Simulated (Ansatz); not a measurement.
A run for Ansatz (a first-principles code): R-r2SCAN/def2-TZVPPD on C2HNO2 (a complex), monomers drawn apart or pushed together. Files ending in .json are basis or fitting sets from the Basis Set Exchange.

Ansatz 0.2 input:
```yaml
crystal:
  periodic: [false, false, false]
  atoms:
    - {symbol: C, position_ang: [-0.16911623, 0.29580944, -1.61664731]}
    - {symbol: N, position_ang: [-0.15244065, 0.26138366, -0.45398306]}
    - {symbol: H, position_ang: [-0.13826659, 0.23092218, 0.54681809]}
    - {symbol: O, position_ang: [-0.06611140, 0.10346834, 4.21613803]}
    - {symbol: C, position_ang: [-0.02077095, 0.04398107, 5.37577921]}
    - {symbol: O, position_ang: [0.02400838, -0.01491510, 6.52873474]}
basis:
  gaussian:
    orbitals: def2-TZVPPD.json
hamiltonian:
  xc: {name: r2SCAN}
scf: {lower_state_search: off}
```

Output:

```
Functional definition: r2SCAN
[...]
these checks for a lower state are left out or cut short: stability, starts, cluster_reference, orbital_swaps, neighbouring_geometries, increment
integrals: 0.08 GiB planned
954 factors; their error is unknown
mean field: 0.69 GiB planned
mean field evaluation 1: about -7664.7141 eV, gradient 7.0e1 eV
mean field evaluation 2: about -7652.9131 eV, gradient 1.1e2 eV
mean field evaluation 4: about -7672.4827 eV, gradient 7.9e0 eV
mean field evaluation 8: about -7672.6045 eV, gradient 1.9e-1 eV
mean field evaluation 16: about -7672.6055 eV, gradient 6.5e-5 eV
mean field -7672.60546436 eV, -281.9630501365 hartree, gradient 6.0e-6 eV, S^2 0.000000; 0 other end points of the search recorded, 0 dependent functions left out
reference -7672.60548695 eV, -281.9630509667 hartree; 18, 18 occupied and 190, 190 virtual orbitals, 954 factors
Total energy: -7672.60548695 eV, -281.9630509667 hartree
Checks for a lower state left out: stability, starts, cluster_reference, orbital_swaps, neighbouring_geometries, increment
```

The calculation finished and met its thresholds.

Cost: roughly 2.2 core-seconds.
